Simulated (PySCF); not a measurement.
**From computed data to an observable: oscillator strength and radiative lifetime**

CH6ClFSi3, SMILES F[Si@]1([SiH2][SiH2]C1)Cl.

Geometry optimised at PBE-D3(BJ)/def2-SVP. The structure was generated by enumeration; whether it is a known compound was not checked.

TDA-PBE/def2-SVPD (PySCF) puts the first singlet state with f over 0.02 at 5.83 eV (vertical), with the transition dipole (-0.254, -0.314, 0.101) in atomic units.

### Question
Find the oscillator strength, the wavelength and the radiative lifetime that this transition would have in vacuum if emission retraced absorption.

### Answer

|μ|² = 0.1733 au, so |μ| = 1.06 D. ΔE = 5.83/27.211 = 0.2142 hartree. f = (2/3) ΔE |μ|² = 0.025 (the program prints 0.025).
λ = 1239.84/5.83 = 213 nm; ν = 47022 cm⁻¹.
Einstein's coefficient A = 0.6670 ν² f s⁻¹ (ν in cm⁻¹) = 3.7e7 s⁻¹, so τ = 1/A = 27 ns. This state is S3; the lower singlets have f = 0.007, 0.005. The figure is the radiative limit of this one transition; relaxation, internal conversion, crossing to triplets and a medium change what is measured.
